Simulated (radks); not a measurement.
Values are calculated unless marked as measured or tabulated.
Spherical quantum dot in the effective-mass picture: electrons in a hard-walled sphere of radius 8.57, with a point charge +1 (a donor) at the centre, all in effective atomic units (hartree* = m*/eps^2 hartree, bohr* = eps/m* bohr), one dielectric constant everywhere. Level of theory: non-relativistic Kohn-Sham, LDA (Slater exchange, Perdew-Wang correlation), spin-polarised, spherical densities (a radial shooting solver with Libxc functionals). Levels are named by radial order and angular momentum (1s, 1p, 1d, 2s, ...), and open shells are averaged over m. Results are scaled to m* = 0.097 and eps = 11.3, for which hartree* = 20.67 meV and bohr* = 6.165 nm. Each electron was tried in the lowest free levels, single moves between levels near the top were tried too, and the lowest total energy was kept; such a search can miss a lower state. At N = 1 the Hartree and exchange-correlation terms need not cancel, so that row can carry a self-interaction error.

| N | open shells | 2S | E (meV) | mu = E(N) - E(N-1) (meV) | addition energy mu(N+1) - mu(N) (meV) |
|---|---|---|---|---|---|
| 1 | 1s(up 1, down 0) | 1 | -9.89482 | -9.8948 | 9.353 |
| 2 | none | 0 | -10.4370 | -0.54217 | 6.562 |
| 3 | 1p(up 1, down 0) | 1 | -4.41691 | 6.0201 | 2.733 |
| 4 | 1p(up 2, down 0) | 2 | 4.33595 | 8.7529 | 2.867 |
| 5 | 1p(up 3, down 0) | 3 | 15.9554 | 11.619 | 3.382 |
| 6 | 1p(up 3, down 0) 2s(up 1, down 0) | 4 | 30.9567 | 15.001 | 3.123 |
| 7 | 1p(up 3, down 1) 2s(up 1, down 0) | 3 | 49.0813 | 18.125 | 2.717 |
| 8 | none | 0 | 69.9232 | 20.842 | 2.891 |
| 9 | 2s(up 1, down 0) | 1 | 93.6559 | 23.733 | 4.030 |
| 10 | 1d(up 1, down 0) 2s(up 1, down 0) | 2 | 121.418 | 27.762 | 2.783 |
| 11 | 1d(up 2, down 0) 2s(up 1, down 0) | 3 | 151.963 | 30.545 | 2.789 |
| 12 | 1d(up 3, down 0) 2s(up 1, down 0) | 4 | 185.297 | 33.334 | 2.791 |
| 13 | 1d(up 4, down 0) 2s(up 1, down 0) | 5 | 221.421 | 36.125 | 2.791 |
| 14 | 1d(up 5, down 0) 2s(up 1, down 0) | 6 | 260.337 | 38.916 | 3.403 |
| 15 | 1d(up 5, down 1) 2s(up 1, down 0) | 5 | 302.656 | 42.319 | 2.738 |
| 16 | 1d(up 5, down 2) 2s(up 1, down 0) | 4 | 347.712 | 45.056 | 2.746 |
| 17 | 1d(up 5, down 3) 2s(up 1, down 0) | 3 | 395.514 | 47.802 | 2.750 |
| 18 | 1d(up 5, down 4) 2s(up 1, down 0) | 2 | 446.066 | 50.552 | 2.753 |
| 19 | 2s(up 1, down 0) | 1 | 499.372 | 53.305 | 4.312 |
| 20 | 2s(up 1, down 0) 1f(up 1, down 0) | 2 | 556.988 | 57.617 | 2.729 |
| 21 | 2s(up 1, down 0) 1f(up 2, down 0) | 3 | 617.334 | 60.346 | 2.730 |
| 22 | 2s(up 1, down 0) 1f(up 3, down 0) | 4 | 680.410 | 63.076 | 2.730 |
| 23 | 2s(up 1, down 0) 1f(up 4, down 0) | 5 | 746.216 | 65.806 | 2.730 |
| 24 | 2s(up 1, down 0) 1f(up 5, down 0) | 6 | 814.752 | 68.536 | 2.730 |
| 25 | 2s(up 1, down 0) 1f(up 6, down 0) | 7 | 886.018 | 71.266 | 2.729 |
| 26 | 2s(up 1, down 0) 1f(up 7, down 0) | 8 | 960.013 | 73.995 | 3.331 |
| 27 | 2s(up 1, down 0) 1f(up 7, down 1) | 7 | 1037.34 | 77.326 | 2.701 |
| 28 | 2s(up 1, down 0) 1f(up 7, down 2) | 6 | 1117.37 | 80.027 | 2.703 |
| 29 | 2s(up 1, down 0) 1f(up 7, down 3) | 5 | 1200.10 | 82.730 | 2.704 |
| 30 | 2s(up 1, down 0) 1f(up 7, down 4) | 4 | 1285.53 | 85.434 | 2.705 |
| 31 | 2s(up 1, down 0) 1f(up 7, down 5) | 3 | 1373.67 | 88.138 | 2.705 |
| 32 | 2s(up 1, down 0) 1f(up 7, down 6) | 2 | 1464.51 | 90.843 | 2.705 |
| 33 | 2s(up 1, down 0) | 1 | 1558.06 | 93.548 | 4.571 |
| 34 | 2s(up 1, down 0) 1g(up 1, down 0) | 2 | 1656.18 | 98.119 | 2.690 |
| 35 | 2s(up 1, down 0) 1g(up 2, down 0) | 3 | 1756.99 | 100.81 | 2.690 |
| 36 | 2s(up 1, down 0) 1g(up 3, down 0) | 4 | 1860.49 | 103.50 | 2.690 |
| 37 | 2s(up 1, down 0) 1g(up 4, down 0) | 5 | 1966.68 | 106.19 | 2.690 |
| 38 | 2s(up 1, down 0) 1g(up 5, down 0) | 6 | 2075.55 | 108.88 | 2.689 |
| 39 | 2s(up 1, down 0) 1g(up 6, down 0) | 7 | 2187.12 | 111.57 | 2.689 |
| 40 | 2s(up 1, down 0) 1g(up 7, down 0) | 8 | 2301.38 | 114.26 | 2.688 |
| 41 | 2s(up 1, down 0) 1g(up 8, down 0) | 9 | 2418.32 | 116.94 | - |

All shells are closed at N = 2, 8 (there: 1s2 1p6); the second difference of the energy has clear peaks (12 % above both neighbours; the first and last values, which can be the largest, are not judged, and half-filled shells can peak too) at N = 9, 14, 19, 26, 33.
